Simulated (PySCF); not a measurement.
PySCF 2.14 output of an unrestricted BP86 calculation on a single atom or ion in x2c-TZVPPall with one added diffuse shell each of s, p, d, f type (12s8p8d5f2g, 129 functions), with the spin-free X2C one-electron Hamiltonian (Gaussian nucleus):

```
SCF conv_tol = 1e-09
number electrons alpha = 34  beta = 28
    A. D. Becke.,  Phys. Rev. A 38, 3098 (1988)
    J. P. Perdew.,  Phys. Rev. B 33, 8822 (1986)
cycle= 1 E= -10427.6864031585  delta_E= -0.0357  |g|= 0.141  |ddm|= 1.14
cycle= 2 E= -10427.6929751133  delta_E= -0.00657  |g|= 0.149  |ddm|= 0.861
cycle= 3 E= -10427.696006394  delta_E= -0.00303  |g|= 0.0197  |ddm|= 0.121
cycle= 4 E= -10427.6964603302  delta_E= -0.000454  |g|= 0.0129  |ddm|= 0.123
cycle= 5 E= -10427.6965758128  delta_E= -0.000115  |g|= 0.00734  |ddm|= 0.0835
cycle= 6 E= -10427.6966069621  delta_E= -3.11e-05  |g|= 0.00187  |ddm|= 0.0393
cycle= 7 E= -10427.696609515  delta_E= -2.55e-06  |g|= 0.000259  |ddm|= 0.00961
cycle= 8 E= -10427.6966096426  delta_E= -1.28e-07  |g|= 0.000219  |ddm|= 0.00303
cycle= 9 E= -10427.6966096821  delta_E= -3.95e-08  |g|= 2.18e-05  |ddm|= 0.00151
cycle= 10 E= -10427.6966096824  delta_E= -2.86e-10  |g|= 4.06e-06  |ddm|= 0.000102
converged SCF energy = -10427.6966096824  <S^2> = 12.662216  2S+1 = 7.1867143
```

The run itself started from symmetry-adapted Hartree-Fock orbitals and held the occupation by maximum overlap, on a logarithmic radial grid, so the iterations belong to that start.

**Question.** Which element, charge and spin multiplicity is this?

**Answer.** Sm (samarium, neutral), multiplicity 7; the state was [Xe] 4f5 6s2 6p1, one real determinant (an excited configuration).

⟨L²⟩ = 28.51 against 42 for a pure I term, so this real determinant mixes terms. Spin-orbit coupling, absent here, splits the open shell strongly. ⟨S²⟩ = 12.66 against 12.00 shows spin contamination. The s, p, d and f populations moved away from the nominal configuration during the SCF.
